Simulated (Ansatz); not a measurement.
Cost and result up the ladder for (KI)4 cube (K4I4) (8 atoms). Charge 0, multiplicity 1. Geometry: r2SCAN-D4/def2-SVP.

| atom | x (Å) | y (Å) | z (Å) |
| --- | --- | --- | --- |
| I1 | -1.1300 | -1.1118 | 2.6720 |
| I2 | -2.0481 | -0.5034 | -2.2868 |
| I3 | 0.4988 | 3.0387 | 0.2827 |
| I4 | 2.6781 | -1.4270 | -0.6689 |
| K5 | -2.3913 | 1.2732 | 0.5966 |
| K6 | -0.4449 | -2.7112 | -0.2519 |
| K7 | 1.0084 | 0.9921 | -2.3856 |
| K8 | 1.8289 | 0.4494 | 2.0419 |

Ansatz on 4 threads of Intel Xeon Platinum 8259CL on a shared host. Times are rough, and most runs start from the orbitals of an earlier one. PBE0-D4/def2-TZVP serves as the yardstick here, not as an exact answer. Differences are given only for rows in sets of like size (and for xTB, whose basis is part of the method), since another set adds its own error. Binding counts from free atoms at the same level (I doublet, K doublet; other spins of the atoms weren't run), without zero-point energy or a counterpoise term.

In the def2 sets I takes a core potential; there is no spin–orbit coupling. Correlated methods freeze 36 core orbitals; core or outer-core shells of I, K are correlated, in sets that lack core-valence functions.

Correlated methods converge slowly with the basis.

| level | functions | wall time | binding energy per atom (eV) | difference from PBE0-D4/def2-TZVP (eV) |
| --- | --- | --- | --- | --- |
| PBE-D4/def2-SVP | 200 | 6 s | 2.37 | – |
| PBE0-D4/def2-SVP | 200 | 9 s | 2.40 | – |
| BLYP-D4/def2-TZVP | 332 | 11 s | 2.27 | -0.11 |
| PBE-D4/def2-TZVP (with forces) | 332 | 13 s | 2.35 | -0.03 |
| r2SCAN-D4/def2-TZVP | 332 | 19 s | 2.43 | 0.04 |
| BHLYP-D4/def2-TZVP | 332 | 22 s | 2.39 | 0.01 |
| PBE0-D4/def2-TZVP | 332 | 23 s | 2.38 | 0.00 |
| MP2/def2-TZVP | 332 | 25 s | 2.43 | 0.05 |
| RPA@PBE/def2-TZVP | 332 | 32 s | 2.12 | -0.26 |
| r2SCANh-D4/def2-TZVP | 332 | 32 s | 2.42 | 0.04 |
